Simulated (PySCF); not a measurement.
# Computed records: AlBH2N

Computed with PySCF 2.14.0. Calculation on a computer-drawn molecule: vertical ionisation energy to the stated ion spin, frozen-core CCSD(T) at the basis limit and cheaper methods, single-reference cases, UHF for radicals, no spin-orbit; all values are single points at the evaluated structure, the first of each entry, which is the reference or a displaced copy of it and isn't optimised; the reference structure only sets the zero of the energies above reference; triples share is (T) over the correlation energy.

Common to all runs: charge 1; multiplicity 1; ion multiplicity 2; diffuse functions no; basis cc-pV(n+d)Z; reference is the Hartree-Fock double-zeta minimum; best is HF at quadruple zeta + MP2 correlation extrapolated from triple and quadruple zeta + CCSD(T) minus MP2 at triple zeta; basis step is the size of the change from the same recipe one zeta lower.

(1) 
```xyz
5
formula=AlBH2N ionisation_energy_best=16.34 ionisation_energy_basis_step=0.03219 energy_above_reference_best=30.76 energy_above_reference_basis_step=0.06709 ionisation_energy_Koopmans_at_triple_zeta=16.6 ionisation_energy_EOM_CCSD_at_triple_zeta=16.26 total_energy_HF_triple_zeta=-321.9251 total_energy_CCSD(T)_triple_zeta=-322.3074 total_energy_best=-322.3543 T1_diagnostic_at_triple_zeta=0.01778 D1_diagnostic_at_triple_zeta=0.04148 ion_T1_diagnostic_at_triple_zeta=0.01466 ion_D1_diagnostic_at_triple_zeta=0.04137 ion_spin_squared_at_triple_zeta=0.7632 triples_share_at_triple_zeta=0.04611 basis_functions_triple_zeta=127
N      1.4006    -0.5374    -0.2150
B      1.5716    -0.6221     0.9510
Al     1.5474    -0.8357     3.0365
H      1.2860    -0.2778    -1.3256
H      1.6186    -0.9431     4.3215
```

Units: ionisation_energy_best, ionisation_energy_basis_step, ionisation_energy_Koopmans_at_triple_zeta, ionisation_energy_EOM_CCSD_at_triple_zeta in eV; energy_above_reference_best, energy_above_reference_basis_step in kcal/mol; total_energy_HF_triple_zeta, total_energy_CCSD(T)_triple_zeta, total_energy_best in hartree.

Reference structure:
```xyz
5
AlBH2N
N      1.3711    -0.4658    -0.2765
B      1.4424    -0.6017     0.9300
Al     1.5633    -0.8307     2.9665
H      1.3130    -0.3548    -1.2612
H      1.6538    -1.0031     4.4964
```

Drawn bonds:
```tsv
atom	other atom	order
1	2	2
2	3	1
1	4	1
3	5	1
```

Triple zeta:
```tsv
method	ionisation energy (eV)	energy above reference (kcal/mol)
HF	14.28	31.09
PBE	16.37	30.65
r2SCAN	16.15	30.6
B3LYP	16.21	29.83
wB97X	16.06	29.76
MP2	16.44	30.92
CCSD	16.01	30.89
CCSD(T)	16.21	31.13
```

(2) 
```xyz
5
formula=AlBH2N ionisation_energy_best=16.19 ionisation_energy_basis_step=0.03158 energy_above_reference_best=33.78 energy_above_reference_basis_step=0.02356 ionisation_energy_Koopmans_at_triple_zeta=16.49 ionisation_energy_EOM_CCSD_at_triple_zeta=16.11 total_energy_HF_triple_zeta=-321.9212 total_energy_CCSD(T)_triple_zeta=-322.3027 total_energy_best=-322.3495 T1_diagnostic_at_triple_zeta=0.01751 D1_diagnostic_at_triple_zeta=0.04055 ion_T1_diagnostic_at_triple_zeta=0.01449 ion_D1_diagnostic_at_triple_zeta=0.04001 ion_spin_squared_at_triple_zeta=0.7627 triples_share_at_triple_zeta=0.04588 basis_functions_triple_zeta=127
N      1.4006    -0.5374    -0.2150
B      1.5716    -0.6221     0.9510
Al     1.5463    -0.8452     3.1290
H      1.2860    -0.2778    -1.3256
H      1.6175    -0.9526     4.4140
```

Units: ionisation_energy_best, ionisation_energy_basis_step, ionisation_energy_Koopmans_at_triple_zeta, ionisation_energy_EOM_CCSD_at_triple_zeta in eV; energy_above_reference_best, energy_above_reference_basis_step in kcal/mol; total_energy_HF_triple_zeta, total_energy_CCSD(T)_triple_zeta, total_energy_best in hartree.

Reference structure:
```xyz
5
AlBH2N
N      1.3711    -0.4658    -0.2765
B      1.4424    -0.6017     0.9300
Al     1.5633    -0.8307     2.9665
H      1.3130    -0.3548    -1.2612
H      1.6538    -1.0031     4.4964
```

Drawn bonds:
```tsv
atom	other atom	order
1	2	2
2	3	1
1	4	1
3	5	1
```

Triple zeta:
```tsv
method	ionisation energy (eV)	energy above reference (kcal/mol)
HF	14.14	33.51
PBE	16.21	33.58
r2SCAN	15.99	33.81
B3LYP	16.05	32.86
wB97X	15.91	32.74
MP2	16.27	34.05
CCSD	15.86	33.75
CCSD(T)	16.06	34.06
```

(3) 
```xyz
5
formula=AlBH2N ionisation_energy_best=15.99 ionisation_energy_basis_step=0.03068 energy_above_reference_best=41.24 energy_above_reference_basis_step=0.1512 ionisation_energy_Koopmans_at_triple_zeta=16.38 ionisation_energy_EOM_CCSD_at_triple_zeta=15.93 total_energy_HF_triple_zeta=-321.9100 total_energy_CCSD(T)_triple_zeta=-322.2910 total_energy_best=-322.3376 T1_diagnostic_at_triple_zeta=0.01712 D1_diagnostic_at_triple_zeta=0.03904 ion_T1_diagnostic_at_triple_zeta=0.0144 ion_D1_diagnostic_at_triple_zeta=0.03832 ion_spin_squared_at_triple_zeta=0.7623 triples_share_at_triple_zeta=0.04571 basis_functions_triple_zeta=127
N      1.4006    -0.5374    -0.2150
B      1.5716    -0.6221     0.9510
Al     1.5446    -0.8601     3.2743
H      1.2860    -0.2778    -1.3256
H      1.6158    -0.9675     4.5593
```

Units: ionisation_energy_best, ionisation_energy_basis_step, ionisation_energy_Koopmans_at_triple_zeta, ionisation_energy_EOM_CCSD_at_triple_zeta in eV; energy_above_reference_best, energy_above_reference_basis_step in kcal/mol; total_energy_HF_triple_zeta, total_energy_CCSD(T)_triple_zeta, total_energy_best in hartree.

Reference structure:
```xyz
5
AlBH2N
N      1.3711    -0.4658    -0.2765
B      1.4424    -0.6017     0.9300
Al     1.5633    -0.8307     2.9665
H      1.3130    -0.3548    -1.2612
H      1.6538    -1.0031     4.4964
```

Drawn bonds:
```tsv
atom	other atom	order
1	2	2
2	3	1
1	4	1
3	5	1
```

Triple zeta:
```tsv
method	ionisation energy (eV)	energy above reference (kcal/mol)
HF	13.96	40.53
PBE	15.99	40.79
r2SCAN	15.77	41.53
B3LYP	15.85	40.25
wB97X	15.71	40.28
MP2	16.06	41.79
CCSD	15.66	41.04
CCSD(T)	15.86	41.41
```

(4) 
```xyz
5
formula=AlBH2N ionisation_energy_best=16.38 ionisation_energy_basis_step=0.03492 energy_above_reference_best=2.964 energy_above_reference_basis_step=0.04016 ionisation_energy_Koopmans_at_triple_zeta=16.59 ionisation_energy_EOM_CCSD_at_triple_zeta=16.32 total_energy_HF_triple_zeta=-321.9675 total_energy_CCSD(T)_triple_zeta=-322.3522 total_energy_best=-322.3986 T1_diagnostic_at_triple_zeta=0.01929 D1_diagnostic_at_triple_zeta=0.04461 ion_T1_diagnostic_at_triple_zeta=0.01563 ion_D1_diagnostic_at_triple_zeta=0.04686 ion_spin_squared_at_triple_zeta=0.7641 triples_share_at_triple_zeta=0.04762 basis_functions_triple_zeta=127
N      1.3614    -0.4852    -0.2369
B      1.5012    -0.5820     0.9633
Al     1.6751    -0.8276     2.9709
H      1.3027    -0.3173    -1.2918
H      1.5722    -1.0282     4.5208
```

Units: ionisation_energy_best, ionisation_energy_basis_step, ionisation_energy_Koopmans_at_triple_zeta, ionisation_energy_EOM_CCSD_at_triple_zeta in eV; energy_above_reference_best, energy_above_reference_basis_step in kcal/mol; total_energy_HF_triple_zeta, total_energy_CCSD(T)_triple_zeta, total_energy_best in hartree.

Reference structure:
```xyz
5
AlBH2N
N      1.3711    -0.4658    -0.2765
B      1.4424    -0.6017     0.9300
Al     1.5633    -0.8307     2.9665
H      1.3130    -0.3548    -1.2612
H      1.6538    -1.0031     4.4964
```

Drawn bonds:
```tsv
atom	other atom	order
1	2	2
2	3	1
1	4	1
3	5	1
```

Triple zeta:
```tsv
method	ionisation energy (eV)	energy above reference (kcal/mol)
HF	14.29	4.474
PBE	16.4	2.213
r2SCAN	16.2	2.848
B3LYP	16.25	2.893
wB97X	16.08	3.076
MP2	16.49	3.009
CCSD	16.04	3.199
CCSD(T)	16.25	3.001
```

(5) 
```xyz
5
formula=AlBH2N
N      1.3113    -0.5391    -0.2346
B      1.4250    -0.6168     0.9591
Al     1.5718    -0.8359     3.0460
H      1.3348    -0.3726    -1.2497
H      1.6564    -1.0186     4.5851
```

Reference structure:
```xyz
5
AlBH2N
N      1.3711    -0.4658    -0.2765
B      1.4424    -0.6017     0.9300
Al     1.5633    -0.8307     2.9665
H      1.3130    -0.3548    -1.2612
H      1.6538    -1.0031     4.4964
```

Drawn bonds:
```tsv
atom	other atom	order
1	2	2
2	3	1
1	4	1
3	5	1
```

To be estimated
1. What ionisation energy Koopmans at triple zeta does the calculation give for AlBH2N (entry 5)?

Answers
1. 16.61 eV

Further results for AlBH2N (entry 5):

```
ionisation energy best                    : 16.35 eV
ionisation energy basis step              : 0.03544 eV
energy above reference best               : 2.548 kcal/mol
energy above reference basis step         : 0.06186 kcal/mol
ionisation energy EOM CCSD at triple zeta : 16.3 eV
total energy HF triple zeta               : -321.9714 hartree
total energy CCSD(T) triple zeta          : -322.3528 hartree
total energy best                         : -322.3993 hartree
T1 diagnostic at triple zeta              : 0.01857
D1 diagnostic at triple zeta              : 0.04305
ion T1 diagnostic at triple zeta          : 0.01478
ion D1 diagnostic at triple zeta          : 0.04309
ion spin squared at triple zeta           : 0.7619
triples share at triple zeta              : 0.04649
basis functions triple zeta               : 127
```

Triple zeta:
```tsv
method	ionisation energy (eV)	energy above reference (kcal/mol)
HF	14.29	2.016
PBE	16.38	2.247
r2SCAN	16.17	2.52
B3LYP	16.22	2.328
wB97X	16.07	2.234
MP2	16.45	2.815
CCSD	16.02	2.45
CCSD(T)	16.23	2.622
```
